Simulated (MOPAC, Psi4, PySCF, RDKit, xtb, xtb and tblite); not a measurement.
Two geometries of C5H13B, SMILES BCCC(C)C, singlet, relaxed at GFN2-xTB with one dihedral held; other torsions can differ between them too.

Structure A

```
19

B      1.7602     1.0366     0.2340
C      1.3876    -0.2241    -0.6201
C      0.9796    -1.4953     0.1330
C     -0.3501    -1.3615     0.8842
C     -1.5371    -1.3195    -0.0759
C     -0.5196    -2.5224     1.8632
H      1.7333     1.0249     1.4027
H      2.0741     2.0180    -0.3213
H      2.2563    -0.4620    -1.2462
H      0.6089     0.0364    -1.3432
H      1.7647    -1.7401     0.8519
H      0.9024    -2.3331    -0.5664
H     -0.3301    -0.4254     1.4524
H     -2.4701    -1.2447     0.4788
H     -1.4741    -0.4633    -0.7430
H     -1.5701    -2.2256    -0.6782
H     -1.4592    -2.4342     2.4044
H     -0.5202    -3.4709     1.3294
H      0.2919    -2.5374     2.5874
```

Structure B

```
19

B      2.1279     1.1161     0.1116
C      1.7482    -0.3664    -0.3129
C      0.2908    -0.5445    -0.7816
C     -0.1086     0.4812    -1.8425
C     -1.4332     0.0973    -2.5006
C     -0.2119     1.8587    -1.2015
H      1.9835     1.4568     1.2249
H      2.8309     1.7573    -0.5758
H      1.9014    -1.0499     0.5253
H      2.3924    -0.7141    -1.1247
H     -0.3814    -0.4419     0.0745
H      0.1640    -1.5540    -1.1809
H      0.6700     0.5061    -2.6127
H     -1.7270     0.8460    -3.2331
H     -1.3478    -0.8615    -3.0068
H     -2.2203     0.0210    -1.7529
H     -0.2750     2.6474    -1.9482
H     -1.0843     1.9157    -0.5523
H      0.6786     2.0361    -0.5856
```

**Question.** Which is lower in energy at the level B3LYP-D3(BJ)/def2-SVP // GFN2-xTB (Psi4), and by how much?

**Answer.** A is lower, by 9.76 kJ/mol (dihedral H7–B1–C2–C3: 0° in A, 90° in B).

E(B) − E(A) in kJ/mol at the other levels, on the same two geometries: GFN2-xTB (xtb and tblite) 2.54; B3LYP/def2-SVP // GFN2-xTB (Psi4) 12.58; PBE/def2-SVP // GFN2-xTB (Psi4) 5.19; PBE-D3(BJ)/def2-SVP // GFN2-xTB (Psi4) 3.60; UFF // GFN2-xTB (RDKit) 614.51; PM7, restricted, heats of formation // GFN2-xTB (MOPAC) 20.45; PM6, restricted, heats of formation // GFN2-xTB (MOPAC) 10.04; GFN1-xTB // GFN2-xTB (xtb) 3.58; restricted B3LYP/6-31G*, spherical d, density fitting // GFN2-xTB (PySCF) 13.21; restricted B3LYP/6-311+G**, spherical d, density fitting // GFN2-xTB (PySCF) 15.09; restricted LDA (SVWN5)/6-31G*, spherical d, density fitting // GFN2-xTB (PySCF) -2.08; restricted Hartree-Fock/6-31G*, spherical d, density fitting // GFN2-xTB (PySCF) 26.35.
